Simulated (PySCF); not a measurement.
# Energy of Cr (chromium, neutral) between two integer charges

The 4s alpha orbital of [Ar] 3d5 4s1 is emptied in steps (occupation f), with all orbitals relaxed, ending at [Ar] 3d5. All numbers are calculated (PySCF 2.14, no relativity, point nucleus, in aug-cc-pVDZ). The exact energy is a straight line in f; departures are measured from the line between the end points of the same method.

```csv
f,UHF (eV),LDA (eV),PBE (eV)
1,0.000,0.000,0.000
0.8,0.021,-0.465,-0.462
0.6,0.030,-0.701,-0.699
0.4,0.029,-0.704,-0.705
0.2,0.019,-0.470,-0.475
0,0.000,0.000,0.000
```

```tsv
method	E(f=0) − E(f=1) (eV)	−ε at f=1 (eV)	−ε at f=0.4 (eV)
UHF	5.911	6.047	5.882
LDA	7.429	4.538	8.007
PBE	7.214	4.352	7.770
```

Orbital energy along the path (eV):

| f | UHF | LDA | PBE |
| --- | --- | --- | --- |
| 1 | -6.047 | -4.538 | -4.352 |
| 0.8 | -5.986 | -5.671 | -5.461 |
| 0.6 | -5.932 | -6.830 | -6.601 |
| 0.4 | -5.882 | -8.007 | -7.770 |
| 0.2 | -5.837 | -9.190 | -8.971 |
| 0 | -5.797 | -10.359 | -10.208 |

Reference removal energy between the ground levels: 6.767 eV (measured; NIST Atomic Spectra Database, ionization energies). UHF lacks correlation.
